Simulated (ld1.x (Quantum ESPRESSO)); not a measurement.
## Ranking RRKJ potentials for sulfur

All share these settings but for the change named:

ld1.x (Quantum ESPRESSO) 7.5 input, shortened:

```
&input
   title='S', zed=16., rel=0, dft='PW91', iswitch=3,
   config='[Ne] 3s2 3p4'
 /
 &inputp
   pseudotype=2, tm=.false., rho0=0.02, lloc=1,
   nlcc=.true., rcore=1.30
 /
2
3S  1  0   2.00   0.00  1.40  1.40  0.0
3P  2  1   4.00   0.00  1.40  1.40  0.0
 &test
   configts(1)='3s2 3p4'
 /
```

Test errors are all-electron minus pseudo excitation energies from the reference, over 3s2 3p3; 3s2 3p2; 3s2 3p1; 3s1 3p4; 3s1 3p5; 3s2 3p0; 3s2 3p3.5. None of these files shows a bound ghost.

The base gives 150.0 meV.

Of 7 variants that were run, those that failed, showed a ghost or another fault, or gave nearly equal values are left out.

A variant can come out equal or close to the base, since the largest error may sit in a test that the change hardly touches while other tests move.

(1) Rank these variants by their largest absolute test error, smallest first.
A. type ultrasoft; waves now 3s (bound): rcut 1.20, rcutus 1.40 bohr; 3s channel at 0.15 Ry: rcut 1.20, rcutus 1.40 bohr; 3p (bound): rcut 1.20, rcutus 1.40 bohr; 3p channel at -0.2 Ry: rcut 1.20, rcutus 1.40 bohr; local potential all-electron potential smoothed inside 1.25 bohr (lloc = -2); augmentation built from norm-conserving waves at rcut, not smoothed further; rho0 0
B. local potential all-electron potential smoothed inside 1.05 bohr (lloc = -1)
C. scalar-relativistic
D. wave 3p (bound): rc 1.40 bohr becomes 3p (bound): rc 1.04 bohr
E. core correction none

Answers

(1) A (97.4 meV), C (141.6 meV), D (168.9 meV), E (198.6 meV), B (269.9 meV).
